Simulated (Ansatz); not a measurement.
Relaxation of Cl₂H₂SZn (6 atoms, charge 0, multiplicity 1), to a largest force component of 0.03 eV/Å in at most 50 steps.

Method: Ansatz 0.2.0, RKS PBE-D4/def2-SVP.

```xyz
6
Properties=species:S:1:pos:R:3:forces:R:3
Zn 0.261 0.066 -0.036 -0.19 -0.06 1.05
Cl 0.477 -0.108 2.155 -0.09 0.06 -0.92
Cl 0.478 0.056 -2.129 -0.02 0.02 -0.04
S -3.051 0.253 0.936 0.62 -0.16 0.10
H -3.190 -1.025 0.479 0.02 0.04 0.07
H -2.074 -0.115 1.851 -0.34 0.09 -0.25
```

Q: Where does it end, and by what steps?

A: The run converged. After 8 steps the energy has fallen by 0.303 eV; S4 moved furthest, 0.47 Å. Joined: Zn1–S4 (3.46 → 2.63 Å).

```json
{"step": "0", "energy less start (eV)": "0.0000", "largest force component (eV/Å)": "1.049", "accepted": "yes"}
{"step": "1", "energy less start (eV)": "-0.1396", "largest force component (eV/Å)": "0.429", "accepted": "yes"}
{"step": "2", "energy less start (eV)": "-0.2549", "largest force component (eV/Å)": "0.623", "accepted": "yes"}
{"step": "3", "energy less start (eV)": "-0.2652", "largest force component (eV/Å)": "0.517", "accepted": "yes"}
{"step": "4", "energy less start (eV)": "-0.2650", "largest force component (eV/Å)": "0.228", "accepted": "no"}
{"step": "5", "energy less start (eV)": "-0.3007", "largest force component (eV/Å)": "0.078", "accepted": "yes"}
{"step": "6", "energy less start (eV)": "-0.3019", "largest force component (eV/Å)": "0.075", "accepted": "yes"}
{"step": "7", "energy less start (eV)": "-0.3033", "largest force component (eV/Å)": "0.030", "accepted": "yes"}
{"step": "8", "energy less start (eV)": "-0.3034", "largest force component (eV/Å)": "0.014", "accepted": "yes"}
```

```xyz
6
Properties=species:S:1:pos:R:3
Zn -0.100 0.049 0.107
Cl 0.533 -0.183 2.156
Cl 0.202 0.047 -2.000
S -2.659 0.276 0.681
H -2.883 -1.035 0.381
H -2.192 -0.028 1.931
```

Whether the end is a true minimum wasn't checked by a vibrational analysis.

The run took 18 s on 2 threads of Arm Neoverse V1 (shared host), peak memory 0.14 GiB.
